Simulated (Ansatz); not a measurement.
Stepwise reaction of `[Cl][Al]([Cl])[Br]` with ammonia, as a gas-phase model of exchange steps in deposition or etching. ΔE in kJ/mol; ΔG adds harmonic PBE0-D4 terms to CCSD(T)/CBS, at 1 bar.

Gas-phase electronic energies from Ansatz, PBE0-D4/def2-TZVP geometries. CCSD(T)/CBS is the MP2 limit (def2-TZVPP, def2-QZVPP) plus CCSD(T) − MP2 in def2-TZVPP, frozen cores. This one scheme is used for every species. Functionals use def2-TZVPP. B3LYP here is the variant with VWN-RPA as its local correlation; programs differ in this. For Br outer-core shells are correlated without core-valence functions, which leaves a few kJ/mol of doubt a bond. Scalar relativity is left out up to krypton. One conformer a species, not always the lowest.

```csv
step,reaction,PBE-D4,B3LYP-D4,ωB97M-V,CCSD(T)/CBS,ΔG(600 K)
2,`[NH2][Al]([Cl])[Br]` + NH₃ → `[NH2][Al]([NH2])[Br]` + HCl,75.5,73.2,74.3,75.0,68.4
```

(1) Give the row of step 1, `[Cl][Al]([Cl])[Br]` + NH₃ → `[NH2][Al]([Cl])[Br]` + HCl. (Best estimate.)

(2) By hand: ΔE of the 2 steps together at CCSD(T)/CBS.

## Answers

(1) Computed: 
```tsv
step	reaction	PBE-D4	B3LYP-D4	ωB97M-V	CCSD(T)/CBS	ΔG(600 K)
1	`[Cl][Al]([Cl])[Br]` + NH₃ → `[NH2][Al]([Cl])[Br]` + HCl	59.8	57.4	58.6	60.0	50.0
```

(2) (60.0) + (75.0) = 135.0 kJ/mol, or 67.5 kJ/mol a step.

In ΔE each step is higher than the one before. All are uphill at CCSD(T)/CBS. ΔG lies between 50.0 and 68.4 kJ/mol a step. PBE-D4 differs from CCSD(T)/CBS by -0.2 to 0.5 kJ/mol a step. Isolated molecules leave out the surface, adducts and barriers. Largest T1 diagnostic: 0.008.
